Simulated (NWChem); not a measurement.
InN$_{2}$H$_{5}$O; SMILES [NH2][In]([NH2])[OH]

```xyz
9

In    -0.0167     0.0020    -0.0230
O      1.9600    -0.3240     0.0410
H      2.4642     0.4809     0.2001
N     -1.1283    -1.6897     0.1157
H     -0.6310    -2.5352    -0.1535
H     -2.0288    -1.6837    -0.3558
N     -0.7082     1.9134     0.1171
H     -1.6725     2.0519    -0.1754
H     -0.1370     2.6157    -0.3470
```
Atoms are numbered in this order, from 1.

Results from NWChem. All runs use the structure optimised with PBE0/def2-SVP. def2 effective core potentials on In; no spin-orbit coupling. Level MN15/def2-SVP: energy and gradient on several grids; changes count from the extra-fine grid, which is no exact limit either.

### Question
Which is the coarsest grid (medium; xcoarse; xfine; fine; coarse) from which on the energy stays within 500 μHa and each gradient component within 500 μHa/bohr of xfine?

### Answer
medium.
```tsv
grid	size of the energy change (μHa)	largest change of a gradient component (μHa/bohr)	time, medium = 1 (rough)
xcoarse	10000	5000	about 1
coarse	800	1000	about 1
medium	< 10	100	about 1
fine	< 10	< 30	about 1
xfine	< 10	< 30	3
```
